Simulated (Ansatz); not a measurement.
CH$_{5}$FGeOS (`C[O][GeH]([F])[SH]`). Total charge 0; spin multiplicity 1. Correlated methods include outer-core shells of Ge, which these sets cover unevenly. Scalar relativity is left out up to krypton.

```xyz
10

C    -0.841    1.264    0.641
O    -0.363    0.494   -0.448
Ge    0.874   -0.721   -0.162
F     0.264   -1.696    1.143
S     1.050   -1.885   -2.003
H    -0.045    1.869    1.092
H    -1.287    0.635    1.417
H    -1.605    1.939    0.253
H     2.213   -0.165    0.335
H    -0.260   -1.735   -2.267
```

(1) Give the diagnostics of a CCSD(T)/def2-TZVPP run (frozen core, the Gaussian-basis code of Ansatz). (Best estimate.)

Results:

(1) Ansatz gave: T1 = 0.0120, largest single amplitude 0.014, largest double 0.024, (T) share of the correlation energy 3.6 %, 9 CCSD cycles. The RHF solution is stable towards an unrestricted one. T1 lies under the customary mark of 0.02 for closed shells.
